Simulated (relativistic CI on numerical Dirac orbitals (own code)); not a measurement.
**Slater and spin-orbit integrals, Mn8+**

Method of calculation: Dirac-Coulomb-Breit CI, KLI orbitals optimised for each configuration, model QED (radiative potential, 1s self-energy scaled to tabulated hydrogen-like ionisation energies), unscaled Slater integrals (own radial code, finite nucleus).

Slater integrals F^k, G^k are unscaled and averaged over j, outside the closed core [Ne]; ζ comes from projecting the Hamiltonian with its Breit term on Σ l·s of the shell.

- 3s2 3p5: ζ(3p) = 8441.6 cm⁻¹; <r>(3p) = 0.7954, <r^2>(3p) = 0.7306 (bohr units).
- 3s2 3p4 3d: F^2(3p,3p) = 126190, ζ(3p) = 8456.7, F^2(3p,3d) = 122900, G^1(3p,3d) = 145980, G^3(3p,3d) = 92661, ζ(3d) = 594.98 cm⁻¹; <r>(3p) = 0.7958, <r^2>(3p) = 0.7315, <r>(3d) = 0.7863, <r^2>(3d) = 0.73 (bohr units).
- 3s 3p5 3d: G^1(3s,3p) = 166360, ζ(3p) = 8443.5, G^2(3s,3d) = 113230, F^2(3p,3d) = 122740, G^1(3p,3d) = 145840, G^3(3p,3d) = 92546, ζ(3d) = 618.32 cm⁻¹; <r>(3s) = 0.7829, <r^2>(3s) = 0.6986, <r>(3p) = 0.7966, <r^2>(3p) = 0.7329, <r>(3d) = 0.7875, <r^2>(3d) = 0.7324 (bohr units).

Averages of the first 10 configurations, taken without configuration mixing, which lowers the lowest level and can move excited configurations by several eV; other configurations of the list can lie among them:

```csv
Configuration,Parity,States,Average energy above the lowest level (eV)
3s2 3p5,odd,6,5.0
3s 3p6,even,2,45.8
3s2 3p4 3d,even,150,56.3
3s 3p5 3d,odd,120,94.7
3p6 3d,even,10,138.7
3s 3p4 3d2,even,1350,145.2
3s2 3p4 4s,even,30,115.5
3s2 3p4 4p,odd,90,127.1
3s2 3p3 3d 4p,even,1200,178.9
3p6 4s,even,2,199.8
```
